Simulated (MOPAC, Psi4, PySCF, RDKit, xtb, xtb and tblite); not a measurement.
Two geometries of SMILES c1(occc1)[SiH2]N (C4H7NOSi), relaxed at GFN2-xTB with one dihedral held; other torsions can differ between them too.

Structure A

```
14

N     -2.4327    -0.1846     0.4658
Si    -1.6458     0.6816    -0.7975
C     -1.6685    -0.2310    -2.4437
C     -2.4136    -1.2773    -2.9212
C     -1.9775    -1.5275    -4.2411
C     -0.9954    -0.6157    -4.4799
O     -0.8030     0.1657    -3.4094
H     -3.4157    -0.0500     0.6299
H     -2.1783    -1.1412     0.6486
H     -0.2472     0.8458    -0.3962
H     -2.3651     1.9511    -0.9150
H     -3.1807    -1.8027    -2.3881
H     -2.3400    -2.2767    -4.9153
H     -0.3824    -0.4332    -5.3411
```

Structure B

```
14

N     -2.5014    -0.3482     0.1890
Si    -1.5376     0.7763    -0.6850
C      0.1415     0.7613     0.1437
C      0.5893     0.3030     1.3534
C      1.9658     0.6116     1.4261
C      2.2633     1.2387     0.2550
O      1.1752     1.3331    -0.5215
H     -3.4950    -0.2134     0.2569
H     -2.2696    -1.3267     0.2059
H     -2.2090     2.0667    -0.5107
H     -1.3476     0.4900    -2.1156
H     -0.0021    -0.1932     2.0954
H      2.6390     0.3987     2.2317
H      3.1791     1.6467    -0.1267
```

Q: Which is lower in energy at the level PBE0-D3(BJ)/def2-SVP // GFN2-xTB in Psi4, and by how much?

A: B is lower, by 0.60 kcal/mol (dihedral H8–N1–Si2–C3: -90° in A, 150° in B).

E(B) − E(A) in kcal/mol at the other levels, on the same two geometries: GFN2-xTB (xtb and tblite) -0.79; MMFF94 // GFN2-xTB (RDKit) 0.93; PBE0/def2-SVP // GFN2-xTB (Psi4) -0.57; PBE/def2-SVP // GFN2-xTB (Psi4) -0.47; PBE-D3(BJ)/def2-SVP // GFN2-xTB (Psi4) -0.51; UFF // GFN2-xTB (RDKit) 1.65; AM1, restricted, heats of formation // GFN2-xTB (MOPAC) 0.39; PM7, restricted, heats of formation // GFN2-xTB (MOPAC) 1.16; GFN1-xTB // GFN2-xTB (xtb) -1.48; restricted B3LYP/6-31G*, spherical d, density fitting // GFN2-xTB (PySCF) -0.51; restricted M06-2X/6-31G*, spherical d, density fitting // GFN2-xTB (PySCF) -0.68; restricted LDA (SVWN5)/6-31G*, spherical d, density fitting // GFN2-xTB (PySCF) -0.65; restricted Hartree-Fock/6-31G*, spherical d, density fitting // GFN2-xTB (PySCF) -0.74.
